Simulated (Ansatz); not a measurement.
The same path of CH$_{8}$FNOSi$_{2}$ (14 atoms, charge 0, multiplicity 1) was run twice with different band settings. The coordinate that changes most is the dihedral C2–Si5–Si6–H13.

Computed with RKS r2SCAN/6-31G in Ansatz 0.2.0.

Relaxed end points:

```xyz
14
Properties=species:S:1:pos:R:3
N 0.879 -2.073 -0.811
C 0.351 -1.082 -0.017
O 0.896 -1.236 1.280
F -1.177 -1.252 0.210
Si 0.387 0.722 -0.755
Si -1.062 2.001 0.585
H 1.064 -2.968 -0.380
H 0.746 -2.045 -1.807
H 0.313 -0.787 1.926
H 1.803 1.228 -0.738
H -0.081 0.642 -2.184
H -0.773 3.474 0.484
H -2.493 1.754 0.213
H -0.866 1.591 2.022
```

```xyz
14
Properties=species:S:1:pos:R:3
N 1.307 -1.938 -0.502
C 0.679 -0.902 0.148
O 1.523 -0.484 1.206
F -0.615 -1.356 0.878
Si -0.038 0.513 -0.987
Si -1.521 1.746 0.360
H 1.862 -2.573 0.056
H 0.947 -2.271 -1.381
H 0.985 -0.010 1.874
H 1.103 1.338 -1.514
H -0.738 -0.144 -2.147
H -0.903 1.907 1.725
H -1.776 3.121 -0.196
H -2.827 1.025 0.511
```

Common settings: movable images 5; climbing image yes; optimiser quadratic models (default); start path IDPP; force threshold 0.05 eV/Å; end points relaxed.

| run | spring | iteration limit |
| --- | --- | --- |
| 1 | 5.0 eV/Å² | 25 |
| 2 | 2.0 to 10.0 eV/Å², energy-weighted | 21 |

Problem. What does each run give, and how far can it be trusted?

Solution. Run 1: converged after 5 iterations, highest image 0.070 eV above the first end. A vibrational analysis at the climbing image gives one clearly imaginary mode, 114i cm⁻¹: a first-order saddle point.
Run 2: converged after 14 iterations, highest image 0.065 eV above the first end. The order of the stationary point at the top wasn't checked.
Limits of this set-up: no polarisation functions.
